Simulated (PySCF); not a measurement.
Isomers of C8H16O.

All values: PBE0/pcSseg-1 (PySCF) at GFN2-xTB geometries, gas phase, one conformer each.

Problem. Rank by LUMO energy, highest first.
A. `[CH2:1]=[CH:2][CH2:3][CH2:4][O:5][C:6]([CH3:7])([CH3:8])[CH3:9]` with C1–C2–C3–C4 120°, C2–C3–C4–O5 71°, C3–C4–O5–C6 -174°
B. `[CH3:1][O:2][CH2:3][CH:4]1[CH2:5][CH2:6][CH2:7][CH2:8][CH2:9]1` with C1–O2–C3–C4 179°, O2–C3–C4–C5 -64°, C3–C4–C5–C6 180°, C4–C5–C6–C7 58°, C5–C6–C7–C8 -58°, C6–C7–C8–C9 58°
C. `[CH3:1][CH2:2][CH2:3][C@H:4]([CH:5]=[O:6])[CH:7]([CH3:8])[CH3:9]` with C1–C2–C3–C4 180°, C2–C3–C4–C5 -74°, C3–C4–C5–O6 -12°, C3–C4–C7–C8 -170°
D. `[CH3:1][CH2:2][C@@H:3]1[CH2:4][C@@:5]1([CH2:6][CH3:7])[CH2:8][OH:9]` with C1–C2–C3–C4 153°, C4–C5–C6–C7 69°, C4–C5–C8–O9 147°, C5–C8–O9–H -51°
E. `[CH3:1][O:2][C@@H:3]1[CH2:4][CH2:5][CH2:6][C@H:7]([CH3:8])[CH2:9]1` with C1–O2–C3–C4 -76°, O2–C3–C4–C5 -175°, C3–C4–C5–C6 58°, C4–C5–C6–C7 -58°, C5–C6–C7–C8 180°

Solution. B (1.61 eV), E (1.44 eV), D (1.20 eV), A (0.54 eV), C (-0.65 eV).

Problem. Rank by the highest Hirshfeld charge on any atom, highest value first.
A. `[CH3:1][CH2:2][C@@H:3]1[CH2:4][C@@:5]1([CH2:6][CH3:7])[CH2:8][OH:9]` with C1–C2–C3–C4 153°, C4–C5–C6–C7 69°, C4–C5–C8–O9 147°, C5–C8–O9–H -51°
B. `[CH2:1]=[CH:2][CH2:3][CH2:4][O:5][C:6]([CH3:7])([CH3:8])[CH3:9]` with C1–C2–C3–C4 120°, C2–C3–C4–O5 71°, C3–C4–O5–C6 -174°
C. `[CH3:1][CH2:2][CH2:3][C@H:4]([CH:5]=[O:6])[CH:7]([CH3:8])[CH3:9]` with C1–C2–C3–C4 180°, C2–C3–C4–C5 -74°, C3–C4–C5–O6 -12°, C3–C4–C7–C8 -170°
D. `[CH3:1][O:2][C@H:3]1[CH2:4][CH2:5][C@H:6]([CH3:7])[CH2:8][CH2:9]1` with C1–O2–C3–C4 76°, O2–C3–C4–C5 176°, C3–C4–C5–C6 -58°, C4–C5–C6–C7 180°, C5–C6–C8–C9 -57°

Solution. A (+0.153 e), C (+0.140 e), B (+0.097 e), D (+0.049 e).

Problem. Rank by HOMO–LUMO gap, lowest first.
A. `[CH3:1][O:2][C@@H:3]1[CH2:4][CH2:5][CH2:6][C@H:7]([CH3:8])[CH2:9]1` with C1–O2–C3–C4 -76°, O2–C3–C4–C5 -175°, C3–C4–C5–C6 58°, C4–C5–C6–C7 -58°, C5–C6–C7–C8 180°
B. `[CH2:1]=[CH:2][CH2:3][CH2:4][O:5][C:6]([CH3:7])([CH3:8])[CH3:9]` with C1–C2–C3–C4 120°, C2–C3–C4–O5 71°, C3–C4–O5–C6 -174°
C. `[CH3:1][CH2:2][CH2:3][C@H:4]([CH:5]=[O:6])[CH:7]([CH3:8])[CH3:9]` with C1–C2–C3–C4 180°, C2–C3–C4–C5 -74°, C3–C4–C5–O6 -12°, C3–C4–C7–C8 -170°
D. `[CH3:1][CH2:2][C@@H:3]1[CH2:4][C@@:5]1([CH2:6][CH3:7])[CH2:8][OH:9]` with C1–C2–C3–C4 153°, C4–C5–C6–C7 69°, C4–C5–C8–O9 147°, C5–C8–O9–H -51°

Solution. C (6.58 eV), B (7.75 eV), A (8.55 eV), D (8.83 eV).

All values together:

```tsv
SMILES	μ (D)	HOMO (eV)	LUMO (eV)	lowest IAO charge (e)	highest IAO charge (e)	lowest Hirshfeld charge (e)	highest Hirshfeld charge (e)
COCC1CCCCC1	1.09	-7.26	1.61	-0.392 (O)	+0.156 (H)	-0.136 (O)	+0.049 (H)
CC[C@@H]1C[C@@]1(CC)CO	1.76	-7.62	1.20	-0.551 (O)	+0.343 (H)	-0.230 (O)	+0.153 (H)
CO[C@@H]1CCC[C@H](C)C1	1.31	-7.11	1.44	-0.416 (C)	+0.156 (H)	-0.141 (O)	+0.049 (H)
CO[C@H]1CC[C@H](C)CC1	1.20	-7.11	1.51	-0.417 (C)	+0.156 (H)	-0.141 (O)	+0.049 (H)
CCC[C@H](C=O)C(C)C	2.68	-7.24	-0.65	-0.421 (C)	+0.266 (C)	-0.209 (O)	+0.140 (C)
C=CCCOC(C)(C)C	1.42	-7.21	0.54	-0.437 (C)	+0.244 (C)	-0.128 (C)	+0.097 (C)
```

Conformers: `[CH3:1][O:2][CH2:3][CH:4]1[CH2:5][CH2:6][CH2:7][CH2:8][CH2:9]1` with C1–O2–C3–C4 179°, O2–C3–C4–C5 -64°, C3–C4–C5–C6 180°, C4–C5–C6–C7 58°, C5–C6–C7–C8 -58°, C6–C7–C8–C9 58°; `[CH3:1][CH2:2][C@@H:3]1[CH2:4][C@@:5]1([CH2:6][CH3:7])[CH2:8][OH:9]` with C1–C2–C3–C4 153°, C4–C5–C6–C7 69°, C4–C5–C8–O9 147°, C5–C8–O9–H -51°; `[CH3:1][O:2][C@@H:3]1[CH2:4][CH2:5][CH2:6][C@H:7]([CH3:8])[CH2:9]1` with C1–O2–C3–C4 -76°, O2–C3–C4–C5 -175°, C3–C4–C5–C6 58°, C4–C5–C6–C7 -58°, C5–C6–C7–C8 180°; `[CH3:1][O:2][C@H:3]1[CH2:4][CH2:5][C@H:6]([CH3:7])[CH2:8][CH2:9]1` with C1–O2–C3–C4 76°, O2–C3–C4–C5 176°, C3–C4–C5–C6 -58°, C4–C5–C6–C7 180°, C5–C6–C8–C9 -57°; `[CH3:1][CH2:2][CH2:3][C@H:4]([CH:5]=[O:6])[CH:7]([CH3:8])[CH3:9]` with C1–C2–C3–C4 180°, C2–C3–C4–C5 -74°, C3–C4–C5–O6 -12°, C3–C4–C7–C8 -170°; `[CH2:1]=[CH:2][CH2:3][CH2:4][O:5][C:6]([CH3:7])([CH3:8])[CH3:9]` with C1–C2–C3–C4 120°, C2–C3–C4–O5 71°, C3–C4–O5–C6 -174°.
